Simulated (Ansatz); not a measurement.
The cluster Ge2O⁺, relaxed as a doublet with UKS PBE0-D4/def2-TZVP in Ansatz, starting from the GFN2-xTB geometry. Force threshold 0.02 eV/Å.

The relaxation made no stability test and no search for a lower SCF solution. Another isomer (doublet) lies 0.05 eV lower at PBE0-D4/def2-TZVP; other spin states weren't run for this one.

Start:

```xyz
3

Ge    0.810   -0.525   -1.073
Ge   -0.759   -0.195    1.212
O    -0.051    0.719   -0.139
```

Question: Estimate the energy that the relaxation releases and the steps that it takes.

Answer: 0.2 kcal/mol, in 4 steps; 7.5 s on 4 threads of Arm Neoverse V2 on a shared host. No frequencies were taken in this run, so the end may be a saddle point.

Question: Does the start keep its bonding and symmetry?

Answer: By distances, no bond broke or formed. The bond that changes most is Ge1–Ge2, from 2.79 to 2.76 Å (atoms count from 1). Point group C2v at the start, C2v at the end, both within 0.05 Å.

Question: Predict the relaxed structure.

Answer: 
```xyz
3

Ge    0.8010   -0.5355   -1.0556
Ge   -0.7481   -0.2100    1.1995
O    -0.0529    0.7455   -0.1439
```
Bond lengths: 2 × Ge–O 1.79 Å; 1 × Ge–Ge 2.76 Å.
